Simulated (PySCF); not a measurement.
**Telling isomers of C5H5ClO2Si apart by NMR**

- GIAO PBE0/pcSseg-1 shieldings
- geometry: GFN2-xTB
- program: PySCF 2.14.0 with density-fitted response routines
- one computed conformer, isolated molecule, equivalent nuclei averaged, non-relativistic Hamiltonian

Shifts are taken against calculated references (same method and geometry level): ¹H, ¹³C against TMS. Where no couplings were computed, multiplicities follow the n + 1 count of equivalent neighbours, and m marks all less simple cases (inequivalent or close neighbours, rings, F or P nearby). Shifts are as computed. Against solution values, carbons near 30 ppm lie about +3 ppm off and those near 130 ppm about +5 ppm; carbons on Cl a further +6 ppm. Of 1309 compounds with measured shifts, 239 miss one by over three times the rms of a fit or turn the order of signals round; such compounds aren't used in these exercises. Carbons bonded to Cl come out too deshielded.

(1) Tabulate the signals of `O=C1C=C([SiH2]Cl)C(=O)C1`, `O=C(Cl)c1ccc([SiH3])o1`, `O=C1C=C(Cl)C(=O)[SiH2]C1`, `O=C(Cl)c1cc([SiH3])co1` and their relative energies.

(2) What is the quickest way to tell O=C1C=C([SiH2]Cl)C(=O)C1 from O=C(Cl)c1ccc([SiH3])o1?

(3) What is the quickest way to tell O=C(Cl)c1ccc([SiH3])o1 from O=C1C=C(Cl)C(=O)[SiH2]C1?

(4) What is the quickest way to tell O=C1C=C(Cl)C(=O)[SiH2]C1 from O=C(Cl)c1cc([SiH3])co1?

Results:

(1) 
| SMILES | carbon types | δC | δH | E rel. (kcal/mol) |
| --- | --- | --- | --- | --- |
| O=C1C=C([SiH2]Cl)C(=O)C1 | 3×C 1×CH 1×CH2 | 211.1, 206.1, 169.4, 166.4, 45.5 | 7.61 (s, 1H), 5.62 (s, 2H), 2.82 (s, 2H) | 0.0 |
| O=C(Cl)c1ccc([SiH3])o1 | 3×C 2×CH | 165.7, 164.2, 157.4, 132.4, 129.7 | 7.74 (m, 1H), 7.23 (m, 1H), 4.52 (s, 3H) | 34.2 |
| O=C1C=C(Cl)C(=O)[SiH2]C1 | 3×C 1×CH 1×CH2 | 221.5, 198.1, 161.4, 148.7, 37.1 | 7.37 (s, 1H), 4.50 (m, 2H), 2.79 (m, 2H) | 40.4 |
| O=C(Cl)c1cc([SiH3])co1 | 3×C 2×CH | 164.2, 160.5, 153.2, 136.2, 120.1 | 7.83 (m, 1H), 7.71 (m, 1H), 4.52 (s, 3H) | 33.6 |

Energies are electronic energies at PBE0/pcSseg-1 on these geometries, without zero-point or thermal terms, each for the one conformer computed, which needn't be the lowest.

(2) Both give the same number of carbon signals, but DEPT or the intensities differ. The first has an sp3 CH2 α to a carbonyl at 45.5 ppm, the second an aromatic CH at 129.7 ppm. Their most deshielded carbons lie at 211.1 and 165.7 ppm.

(3) Both give the same number of carbon signals, but DEPT or the intensities differ. The first has an aromatic CH at 129.7 ppm, the second an sp3 CH2 bonded to Si, α to a carbonyl at 37.1 ppm. Their most deshielded carbons lie at 165.7 and 221.5 ppm.

(4) Both give the same number of carbon signals, but DEPT or the intensities differ. The first has an sp3 CH2 bonded to Si, α to a carbonyl at 37.1 ppm, the second a substituted aromatic carbon (C) at 120.1 ppm. Their most deshielded carbons lie at 221.5 and 164.2 ppm. In the proton spectra the most deshielded non-exchanging signals are 7.37 (s, 1H) and 7.83 (m, 1H).
